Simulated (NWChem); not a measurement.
Program: NWChem. System: HGeIS, charge 0, spin multiplicity 1, displaced from the optimised geometry. The structure started from a generated list of species. Level: PBE/def2-SVP with def2 effective core potentials on I.

Job file:

```
start mol
memory heap 200 mb stack 800 mb global 1000 mb
geometry units angstroms nocenter noautoz
  Ge    -0.044149     1.355316     0.000000
  I     -0.689397    -1.179869     0.000000
  S      2.216752     1.047458     0.000000
  H      2.482785     2.403612     0.000000
  symmetry group Cs
end
basis spherical
  * library def2-svp
end
ecp
  I library def2-ecp
end
dft
  xc xpbe96 cpbe96
  semidirect memsize 60000000 filesize 0
  iterations 100
  grid fine
end
task dft gradient
```

Output (cleaned and shortened):

```
             Northwest Computational Chemistry Package (NWChem) 7.3.0
             --------------------------------------------------------

                                NWChem Input Module
                                -------------------

 Scaling coordinates for geometry "geometry" by  1.889725989
 (inverse scale =  0.529177249)

 Turning off AUTOSYM since
 SYMMETRY directive was detected!

                             Geometry "geometry" -> ""
                             -------------------------

 Output coordinates in angstroms (scale by  1.889725989 to convert to a.u.)

  No.       Tag          Charge          X              Y              Z
 ---- ---------------- ---------- -------------- -------------- --------------
    1 Ge                  32.0000    -0.04414900     1.35531600     0.00000000
    2 I                   53.0000    -0.68939700    -1.17986900     0.00000000
    3 S                   16.0000     2.21675200     1.04745800     0.00000000
    4 H                    1.0000     2.48278500     2.40361200     0.00000000

 Effective nuclear repulsion energy (a.u.)     602.5478099225

            Nuclear Dipole moment (a.u.)
            ----------------------------
        X                 Y               Z
 ---------------- ---------------- ----------------
     0.0000151178    -0.0000094486     0.0000000000

      Symmetry information
      --------------------

 Group name             Cs
 Group number              2
 Group order               2
 No. of unique centers     4

      Symmetry unique atoms

     1    2    3    4


 Summary of "ao basis" -> "" (spherical)
 ------------------------------------------------------------------------------
       Tag                 Description            Shells   Functions and Types
 ---------------- ------------------------------  ------  ---------------------
 *                          def2-svp                  on all atoms

 Summary of "ao basis" -> "ao basis" (spherical)
 ------------------------------------------------------------------------------
       Tag                 Description            Shells   Functions and Types
[...]
     2   0 0 2    -42.607673    -21.303837    -21.303837      0.000000

            General Information
            -------------------
          SCF calculation type: DFT
          Wavefunction type:  closed shell.
          No. of atoms     :     4
          No. of electrons :    74
           Alpha electrons :    37
            Beta electrons :    37
          Charge           :     0
          Spin multiplicity:     1
          Use of symmetry is: on ; symmetry adaption is: on
          Maximum number of iterations: 100
          AO basis - number of functions:    81
                     number of shells:    33
          Convergence on energy requested:  1.00D-06
          Convergence on density requested:  1.00D-05
          Convergence on gradient requested:  5.00D-04

              XC Information
              --------------
          PerdewBurkeErnzerhof Exchange Functional  1.000
            Perdew 1991 LDA Correlation Functional  1.000 local
           PerdewBurkeErnz. Correlation Functional  1.000 non-local

             Grid Information
             ----------------
          Grid used for XC integration:  fine
          Radial quadrature: Mura-Knowles
          Angular quadrature: Lebedev.
          Tag              B.-S. Rad. Rad. Pts. Rad. Cut. Ang. Pts.
          ---              ---------- --------- --------- ---------
          Ge                  1.25      140          10.0       974
          I                   1.40      141          12.0       974
          S                   1.00      123          11.0       770
          H                   0.35       60          12.0       590
          Grid pruning is: on
          Number of quadrature shells:   464
          Spatial weights used:  Erf1

          Convergence Information
          -----------------------
          Convergence aids based upon iterative change in
          total energy or number of iterations.
          Levelshifting, if invoked, occurs when the
          HOMO/LUMO gap drops below (HL_TOL):  1.00D-02
          DIIS, if invoked, will attempt to extrapolate
          using up to (NFOCK): 10 stored Fock matrices.

                    Damping( 0%)  Levelshifting(0.5)       DIIS
                  --------------- ------------------- ---------------
          dE  on:    start            ASAP                start
          dE off:    2 iters        100 iters           100 iters

      Screening Tolerance Information
      -------------------------------
          Density screening/tol_rho:  1.00D-10
          AO Gaussian exp screening on grid/accAOfunc:  14
          CD Gaussian exp screening on grid/accCDfunc:  20
          XC Gaussian exp screening on grid/accXCfunc:  20
          Schwarz screening/accCoul:  1.00D-08

                            NWChem DFT Gradient Module
                            --------------------------

  charge          =   0.00
  wavefunction    = closed shell

  Using symmetry

                         DFT ENERGY GRADIENTS

    atom               coordinates                        gradient
                 x          y          z           x          y          z
   1 Ge     -0.083430   2.561176   0.000000   -0.002792   0.004456   0.000000
   2 I      -1.302771  -2.229629   0.000000   -0.001176  -0.004304   0.000000
   3 S       4.189054   1.979409   0.000000    0.002220  -0.006528   0.000000
   4 H       4.691783   4.542168   0.000000    0.001748   0.006377   0.000000

                 ----------------------------------------
                 |  Time  |  1-e(secs)   |  2-e(secs)   |
                 ----------------------------------------
                 |  CPU   |       0.03   |       7.94   |
                 ----------------------------------------
                 |  WALL  |       0.03   |       7.94   |
                 ----------------------------------------

 Task  times  cpu:       13.7s     wall:       13.7s

 Total times  cpu:       13.7s     wall:       13.7s
```
